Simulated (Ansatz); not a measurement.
Isomers of Ga₇Sb₇ (singlet), found by a short tight-binding search and relaxed with r2SCAN-D4/def2-SVP, loosely relaxed in Ansatz.

In the def2 sets Sb takes a core potential; there is no spin–orbit coupling. B3LYP takes the VWN-RPA correlation. Correlated methods freeze 91 core orbitals; core or outer-core shells of Ga, Sb are correlated, in sets that lack core-valence functions. Single mean-field runs in def2-SVP, def2-TZVP are fitted with def2-universal-jkfit.

Run but left out: HF/def2-SVP (B: restricted singlet, unstable towards broken spin symmetry).

A: The geometry of the charge 0 singlet is only loosely relaxed. B: The restricted singlet is unstable towards broken spin symmetry in Hartree–Fock (as tested in another run); at PBE-D4/def2-TZVP, r2SCAN-D4/def2-TZVP, B3LYP-D4/def2-TZVP, PBE0-D4/def2-SVP and others this wasn't settled. At MP2/def2-SVP the restricted singlet (for correlated methods, its reference) is unstable: a solution with broken spin symmetry lies lower.

Other spin states weren't relaxed.

A:

```xyz
14

Ga    3.8740    0.3295    0.8100
Ga    1.8184    1.3245    2.6555
Ga   -3.0867   -0.7230    1.1980
Ga    2.0984    0.2095   -1.2773
Ga   -3.0045   -1.8882   -1.5096
Ga   -0.9384    0.3815    1.7078
Ga   -0.9312   -0.0465   -2.3464
Sb    0.2475   -0.1263    3.9002
Sb   -1.3357   -2.3159   -3.3366
Sb    3.4328   -1.7797   -0.4697
Sb    0.7195    2.0359   -2.4004
Sb   -4.9624   -1.9160    0.1065
Sb    3.5428    2.7348    1.4285
Sb   -1.4744    1.7801   -0.4668
```

B:

```xyz
14

Ga   -2.5428   -1.0506    0.6719
Ga    0.1405   -3.2326    0.3158
Ga    3.7152   -0.2315   -1.1538
Ga   -0.4314   -0.4617    2.3977
Ga   -0.8803    2.4476    0.3105
Ga    1.6591    1.6138   -0.4511
Ga    0.6044   -1.2006   -1.1900
Sb   -2.4360    1.2287    2.0197
Sb    1.9259   -0.6549    1.1720
Sb    1.6864    0.4440   -3.0128
Sb    1.1692    3.8948    0.6470
Sb   -1.0030    1.3832   -2.2067
Sb   -1.9865   -1.3069   -1.8853
Sb   -1.6207   -2.8733    2.3651
```

Task: Estimate their order by electronic energy at PBE0-D4/def2-TZVP, counted from the lowest.

Result: B (0.00) < A (2.67), in eV.

Task: Do the other levels pick the same lowest one?

Result: All that were run do. Energies above each level's lowest (eV):

| level | A | B |
| --- | --- | --- |
| PBE-D4/def2-SVP | 2.86 | 0.00 |
| PBE-D4/def2-TZVP | 2.78 | 0.00 |
| r2SCAN-D4/def2-TZVP | 2.19 | 0.00 |
| B3LYP-D4/def2-TZVP | 2.38 | 0.00 |
| PBE0-D4/def2-SVP | 2.70 | 0.00 |
| PBE0-D4/def2-TZVP | 2.67 | 0.00 |
| RPA@PBE/def2-SVP | 2.16 | 0.00 |
| MP2/def2-SVP | 2.58 | 0.00 |
Point groups (tolerance 0.1 Å): A not assigned, B not assigned. Lower isomers may exist.
